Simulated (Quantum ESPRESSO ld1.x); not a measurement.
Task: The mean radii <r> (bohr) of the occupied orbitals of an atom or ion are listed with their occupations. All-electron calculation, scalar-relativistic Kohn-Sham, PBE, spin-unpolarised, spherical densities, point nucleus. Program: ld1.x of Quantum ESPRESSO 7.5.

orbital  occ.      <r>
1s          2  0.04860
2s          2   0.2178
2p          6   0.1907
3s          2   0.6518
3p          6   0.6791
3d         10   0.8106
4s          2    2.342
4p          1    3.426

Name the element and its charge.

Result: Z = 31, gallium, charge 0: Ga in [Ar] 3d10 4s2 4p1. The 1s radius gives Z: for a bare nucleus <r> = (2 gamma + 1)/(2Z) with gamma = sqrt(1 - (Z/c)^2), 0.04755 bohr for Z = 31, and screening makes it slightly larger (0.04860 here). The occupations add up to 31, and the charge is Z minus that.
